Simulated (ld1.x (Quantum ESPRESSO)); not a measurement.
**Reading a pseudo-wave (osmium (Os))**

Columns: radius, all-electron u(r) and pseudo u(r) of the 6s shell (level -6.19 eV) of osmium in the configuration [Xe] 4f14 5d6 6s2 6p0; PBEsol, scalar-relativistic, TM semilocal scheme, ld1.x (Quantum ESPRESSO) 7.5.

| r (bohr) | all-electron | pseudo |
| --- | --- | --- |
| 0.190 | 0.0706 | -0.0517 |
| 0.380 | -0.1781 | -0.0976 |
| 0.570 | 0.1312 | -0.1334 |
| 0.760 | 0.3081 | -0.1596 |
| 0.950 | 0.2493 | -0.1828 |
| 1.140 | 0.0698 | -0.2146 |
| 1.330 | -0.1347 | -0.2684 |
| 1.520 | -0.3155 | -0.3530 |
| 1.710 | -0.4557 | -0.4592 |
| 1.900 | -0.5543 | -0.5543 |
| 2.090 | -0.6164 | -0.6164 |
| 2.280 | -0.6489 | -0.6489 |
| 2.470 | -0.6585 | -0.6585 |
| 2.660 | -0.6511 | -0.6511 |
| 2.850 | -0.6314 | -0.6314 |
| 3.040 | -0.6031 | -0.6031 |
| 3.230 | -0.5692 | -0.5692 |
| 3.420 | -0.5321 | -0.5321 |
| 3.610 | -0.4934 | -0.4934 |
| 3.800 | -0.4545 | -0.4545 |
| 3.990 | -0.4163 | -0.4163 |
| 4.180 | -0.3796 | -0.3796 |
| 4.370 | -0.3447 | -0.3447 |
| 4.560 | -0.3120 | -0.3120 |
| 4.750 | -0.2817 | -0.2817 |
| 4.940 | -0.2537 | -0.2537 |

**Question.** How many radial nodes do the two functions have?

**Answer.** The all-electron 6s function has n − l − 1 = 5 (the table is too coarse to show those close to the nucleus); the pseudo-wave has 0, since the states of the same l below it are removed with the core.

**Question.** At about which radius was the pseudo-wave matched?

**Answer.** 1.95 bohr, where the columns begin to agree (steps of 0.19 bohr).

**Question.** Is the pseudo-wave norm-conserving?

**Answer.** Yes: the TM semilocal scheme keeps the norm inside the radius equal to the all-electron one, which fixes the energy derivative of the logarithmic derivative at the level.
